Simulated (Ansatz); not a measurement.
`B[SiH2]OC` + `OBF` → `B[SiH2]OBF` + CH₃OH  (ligand exchange at the Si–O bond)

Calculated with Ansatz (gas phase, PBE0-D4/def2-TZVP geometries, no zero-point term in ΔE). CBS: MP2 limit from def2 TZ/QZ plus the TZ coupled-cluster correction, frozen cores. This one scheme is used for every species. Functionals use def2-TZVPP. One conformer a species, not always the lowest.

```
             level  ΔE (kJ/mol)  difference from CCSD(T)/CBS
       LDA (SPW92)          8.6                          6.0
         revPBE-D4          7.0                          4.4
            B97M-V          4.6                          2.0
           PBE0-D4          4.1                          1.5
        r2SCANh-D4          4.1                          1.5
          BHLYP-D4          1.9                         -0.7
           ωB97X-V          3.8                          1.2
           ωB97M-V          4.4                          1.8
            B2PLYP          3.8                          1.2
               PBE          5.5                          2.9
             BHLYP          1.4                         -1.2
         CAM-B3LYP          3.4                          0.8
       HF/def2-SVP          2.0                         -0.6
     CCSD/def2-SVP          8.1                          5.5
  CCSD(T)/def2-SVP          9.1                          6.5
SCS-MP2/def2-TZVPP          3.6                          1.0
       CCSD(T)/CBS          2.6                            0
```

Largest T1 diagnostic among the species: 0.013.

In def2-TZVPP, CCSD(T) changes the Hartree–Fock value by +5.3 kJ/mol (the triples alone add +1.1 kJ/mol) and MP2 by +6.4 kJ/mol. At CCSD(T), def2-SVP lies +6.5 kJ/mol from the extrapolated value and def2-TZVPP +1.2 kJ/mol. Leaving LDA and LC-ωPBE aside and taking each functional with its dispersion term where it has one, the values spread over 5.1 kJ/mol, from BHLYP-D4 to revPBE-D4. LDA lies +3.1 kJ/mol from PBE without D4.
